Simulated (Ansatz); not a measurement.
A nudged elastic band was laid between two geometries of F3HSi + H2S (8 atoms, charge 0, multiplicity 1).

Computed with RKS BHLYP-D4/def2-SVPD in Ansatz.

```
movable images  : 5
climbing image  : yes
spring          : 5.0 eV/Å²
optimiser       : quadratic models (default)
start path      : through a guess of the saddle point
force threshold : 0.05 eV/Å
iteration limit : 60
end points      : relaxed
```

Initial state:

```xyz
8
Properties=species:S:1:pos:R:3
Si -0.619 -0.018 -1.153
F 0.789 -0.772 -1.095
F -1.249 -0.352 -2.584
F -1.586 -0.683 -0.070
H -0.493 1.416 -0.992
H 0.502 -0.708 2.131
S 0.678 0.617 2.032
H 1.979 0.501 1.732
```

Final state:

```xyz
8
Properties=species:S:1:pos:R:3
Si -0.970 0.284 -0.443
F 2.653 -0.883 -0.342
F -1.500 -1.007 -1.232
F -2.245 1.176 -0.047
H -0.094 1.084 -1.293
H 1.938 -0.875 0.239
S -0.061 -0.494 1.320
H 0.279 0.715 1.799
```

(1) Which bonds break or form, and what moves?

(2) Give the energies along the band, and the barrier.

(3) What is the geometry of the highest image?

## Answers

(1) Bonds broken: Si1–F2, H6–S7. Bonds formed: Si1–S7, F2–H6. F3HSi + H2S becomes F2H2SSi + FH.

(2) The forces met the threshold. The highest image is number 4 of 0 to 6, 184.0 kJ/mol above the first end and 109.8 kJ/mol above the last; the last end lies 74.1 kJ/mol above the first. Neighbouring images differ by up to 1.6 eV, so the band resolves the path poorly. A vibrational analysis at the climbing image gives one clearly imaginary mode, 1167i cm⁻¹: a first-order saddle point. The orbitals stay closed-shell, which can raise the energy where a bond breaks towards radicals; this wasn't checked here.

```json
{"image": "0", "path coordinate (Å)": "0.00", "energy (kJ/mol)": "0.0", "Si1–F2 (Å)": "1.60", "H6–S7 (Å)": "1.34", "Si1–S7 (Å)": "3.50"}
{"image": "1", "path coordinate (Å)": "1.60", "energy (kJ/mol)": "2.1", "Si1–F2 (Å)": "1.60", "H6–S7 (Å)": "1.34", "Si1–S7 (Å)": "3.59"}
{"image": "2", "path coordinate (Å)": "3.19", "energy (kJ/mol)": "10.8", "Si1–F2 (Å)": "1.60", "H6–S7 (Å)": "1.34", "Si1–S7 (Å)": "4.42"}
{"image": "3", "path coordinate (Å)": "4.79", "energy (kJ/mol)": "31.8", "Si1–F2 (Å)": "1.60", "H6–S7 (Å)": "1.34", "Si1–S7 (Å)": "3.55"}
{"image": "4", "path coordinate (Å)": "6.39", "energy (kJ/mol)": "184.0", "Si1–F2 (Å)": "1.90", "H6–S7 (Å)": "1.54", "Si1–S7 (Å)": "2.30"}
{"image": "5", "path coordinate (Å)": "7.49", "energy (kJ/mol)": "79.1", "Si1–F2 (Å)": "2.93", "H6–S7 (Å)": "2.25", "Si1–S7 (Å)": "2.14"}
{"image": "6", "path coordinate (Å)": "8.60", "energy (kJ/mol)": "74.1", "Si1–F2 (Å)": "3.81", "H6–S7 (Å)": "2.30", "Si1–S7 (Å)": "2.13"}
```

(3) 
```xyz
8
Properties=species:S:1:pos:R:3
Si -0.482 0.120 -0.555
F 1.282 -0.566 -0.767
F -1.022 -1.188 -1.315
F -1.909 0.706 -0.014
H -0.008 1.300 -1.267
H 1.290 -0.699 0.469
S 0.226 -0.457 1.557
H 0.624 0.784 1.891
```

Time of the run: 6.6 min on 4 threads of Arm Neoverse N1 (shared host), peak memory 0.43 GiB.
